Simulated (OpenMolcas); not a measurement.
## Ge⁺: CASPT2 settings compared

```yaml
Program: OpenMolcas 26.06
Basis: ANO-RCC-VQZP [7s6p4d2f1g]
Scalar_Hamiltonian: DKH2, point nucleus
Active_space: 3 electrons in 4 orbitals (4s 4p)
State_averaging: 2S+1 = 4 odd, 1 root (0 in the spin-orbit step); 2S+1 = 2 odd, 3 roots; 2S+1 = 4 even, 3 roots; 2S+1 = 2 even, 6 roots
Spin-orbit_coupling: RASSI with atomic mean-field integrals over the reference wave functions, term energies averaged over their components
```

Methods on the same reference wave functions:
A. CASSCF
B. SS-CASPT2, IPEA 0.2 Eh, sigma2 regulariser 0.05 Eh (closed shells correlated: 3d)
C. XMS-CASPT2, IPEA 0.15 Eh, imaginary shift 0.3 Eh (closed shells correlated: none)
D. XMS-CASPT2, IPEA 0 Eh, sigma2 regulariser 0.25 Eh (closed shells correlated: 3s 3p 3d)

Energies in cm⁻¹ above 4s² 4p ²P°_1/2, the measured ground level; measured values from NIST Handbook of Basic Atomic Spectroscopic Data.

```json
{"Level": "4s² 4p ²P°_1/2", "A": "0.0", "B": "0.0", "C": "0.0", "D": "0.0", "Measured": "0.0"}
{"Level": "4s² 4p ²P°_3/2", "A": "1631", "B": "1631", "C": "1631", "D": "1631", "Measured": "1767"}
{"Level": "4s 4p² ⁴P_1/2", "A": "43682", "B": "50040", "C": "47500", "D": "51010", "Measured": "51576"}
{"Level": "4s 4p² ⁴P_3/2", "A": "44286", "B": "50650", "C": "48110", "D": "51620", "Measured": "52291"}
{"Level": "4s 4p² ⁴P_5/2", "A": "45220", "B": "51570", "C": "49040", "D": "52540", "Measured": "53367"}
{"Level": "4s 4p² ²D_3/2", "A": "73355", "B": "69150", "C": "68660", "D": "69300", "Measured": "65016"}
{"Level": "4s 4p² ²D_5/2", "A": "73373", "B": "69180", "C": "68690", "D": "69330", "Measured": "65185"}
```

Deviations, from unrounded energies. A percentage is the sum of absolute deviations over the sum of measured energies, with the sign that they share, or ± where signs differ.

```tsv
Against measurement	Levels	A	B	C	D
mean absolute deviation (cm-1)	6	6800	2200	3300	1800
fine structure of the ground term (%)	1	-7.7	-7.7	-7.7	-7.7
other configurations (%)	5	±14.1	±4.6	±6.9	±3.7
```

D lies closest to measurement on these levels and A furthest from it. The largest miss of D in the table is 4s 4p² ²D_3/2, by +4300 cm-1. The ranking rests on the paired levels alone, and a cruder setting can come out closer through cancelling errors.

Among B to D the level of the table that moves most is 4s 4p² ⁴P_3/2, by 3500 cm-1 (lowest in C, highest in D). Moves below CASPT2's spread within the term are not significant.

The lowest spin-free term lies below A's lowest term by 0.467 hartree in B, 0.030 hartree in C, 0.760 hartree in D.

Term energies are means over components that CASPT2 splits; among the terms shown or strongly mixed into the levels shown the widest spread is 570 cm-1 (4s 4p² ²D, D). Over all roots computed the reference weight is 0.89 to 0.96 in B; the roots of lowest weight are the least certain, and an intruder state may touch them. Some high roots are left out of the spin-orbit mixing, which shifts the levels that they would mix with. Terms of s pⁿ other than that of highest spin mix with s² pⁿ⁻² d, which this space lacks; all of them can be thousands of cm-1 off, and some have no real level of that name. Without dynamic correlation excited terms often stand tens of per cent too high (terms of higher spin than the ground term too low), and those without a measured partner can miss by more than the paired ones (holds for A). Computed and measured levels are paired by configuration, term and J; levels that our copy of the source lacks, or whose pairing is in doubt (as where it misses far off the trend of its configuration), stay unpaired and out of the deviations. Levels of configurations outside the active space are missing. Levels that lie high or do not pair safely by name in every column are left out.

° marks odd parity.
